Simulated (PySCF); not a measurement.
# What a mistake does to a calculation on AlCH3OSi

All numbers below are calculated, not measured. They come from PySCF 2.14.0, an open-source quantum chemistry program, on an isolated molecule that a program drew, which may never have been made. The molecule is AlCH3OSi (charge 0, singlet), drawn as the SMILES string `[Al][O]C=[SiH2]`.

Each row is a Hartree-Fock (HF) and frozen-core CCSD(T) single point in the cc-pV(D+d)Z basis, meant for a local HF minimum. Run 1 is clean. Each other run has one planted mistake out of seven kinds, and not every kind appears here: one electron removed, one electron added, multiplicity raised by two, geometry at a saddle point, minimal basis STO-3G, one bond length entered in bohr, all coordinates scaled. The reference is restricted for singlets and unrestricted otherwise, and also for a bond in bohr. Adding or removing an electron swaps singlet and doublet. Electrons count all cores. HOMO and LUMO are orbital energies over both spins, the gradient is its largest component, and the lowest frequency (negative if imaginary) is given only where the gradient is small. Bond lengths are over the 6 bonds as drawn. T1 is the CCSD diagnostic: over 0.02 (restricted) or 0.045 (unrestricted) a single reference is doubtful.

Geometry of the clean run:
```xyz
7
AlCH3OSi, angstrom
Al   -1.9390    0.8587   -0.9435
O    -0.8158    0.3368    0.2078
C     0.0827   -0.0345    1.1326
Si    0.5755   -1.6272    1.5356
H     0.5320    0.7983    1.6714
H     0.0449   -2.8322    0.8828
H     1.5816   -1.8066    2.5889
```

| run | electrons | basis functions | <S^2> | HOMO (eV) | LUMO (eV) | gradient (hartree/bohr) | lowest frequency (cm^-1) | mean bond (Å) | longest bond (Å) | T1 | HF (hartree) | CCSD(T) (hartree) | mistake |
|---|---|---|---|---|---|---|---|---|---|---|---|---|---|
| 1 | 44 | 89 | 0.000 | -7.49 | 1.48 | 1.9e-05 | 71 | 1.4624 | 1.715 | 0.0183 | -645.30002 | -645.82161 | no fault |
| 2 | 44 | 89 | 0.000 | -7.66 | 1.56 | 3.5e-02 | - | 1.3951 | 1.636 | 0.0168 | -645.28129 | -645.79380 | all coordinates scaled |
| 3 | 44 | 89 | 2.028 | -5.74 | 1.07 | 1.0e-01 | - | 1.4624 | 1.715 | 0.0246 | -645.24516 | -645.73088 | multiplicity raised by two |
| 4 | 45 | 89 | 1.080 | 0.56 | 6.29 | 5.3e-02 | - | 1.4624 | 1.715 | 0.0680 | -645.26462 | -645.79550 | one electron added |
| 5 | 43 | 89 | 0.757 | -12.65 | -5.63 | 7.0e-02 | - | 1.4624 | 1.715 | 0.0238 | -645.06443 | -645.54376 | ? |
| 6 | 44 | 31 | 0.000 | -3.23 | 8.35 | 4.3e-02 | - | 1.4624 | 1.715 | 0.0158 | -637.50112 | -637.73663 | ? |

**Which mistake was planted in run 5, and what did it cost?**

It counts 43 electrons, one fewer than the clean run, at the same geometry and basis. So the mistake is: one electron removed. Subtracting run 1 and multiplying by 627.51 kcal/mol a hartree, the energy moved by 147.8 kcal/mol in HF and 174.4 kcal/mol in CCSD(T).

**Which mistake was planted in run 6, and what did it cost?**

It has 31 basis functions where the clean run has 89, with the same electrons and geometry. So the mistake is: minimal basis STO-3G. Subtracting run 1 and multiplying by 627.51 kcal/mol a hartree, the energy moved by 4893.9 kcal/mol in HF and 5073.4 kcal/mol in CCSD(T).

Cautions from the logs. Run 4: T1 is over the limit, so its CCSD(T) energy is less reliable and the HOMO is above zero, so the electron isn't bound and the energy depends on the basis.
